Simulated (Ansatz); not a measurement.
Frontier orbitals of `C=[CH][GeH]([Cl])[Cl]`.

```xyz
9

C     1.527   -0.029   -0.501
C     0.658    0.174    0.480
Ge   -1.246    0.123    0.211
Cl   -2.086   -1.386    1.489
Cl   -1.641   -0.435   -1.824
H     2.598    0.003   -0.323
H     1.206   -0.239   -1.517
H     1.003    0.374    1.491
H    -2.018    1.415    0.494
```

The species carries charge 0 and has multiplicity 1. Correlated methods include outer-core shells of Ge, which these sets cover unevenly. Scalar relativity is left out up to krypton. The structure was optimised at the PBE0-D4/def2-TZVP level. It is one conformer, not always the lowest. Basis def2-TZVPP, Ansatz 0.2.0.

Orbital energies of one run (eV). Highest occupied ones, from the top: -10.88, -10.99, -11.32, -11.62, -11.63, -12.50, -13.30, -13.62, -14.68, -15.99, -17.76, -19.72, -24.75, -25.33. Empty: 0.95, 1.82, 2.29, 3.15, 3.35, 4.00.

(1) Which functional gave them?
A. LC-ωPBE
B. ωB97M-V
C. B97M-V
D. LDA (SPW92)

Results:

(1) B. HOMO energies: ωB97M-V -10.88, B97M-V -7.70, LDA (SPW92) -7.51, LC-ωPBE -11.42 eV.

LC-ωPBE has ω = 0.4 bohr⁻¹.
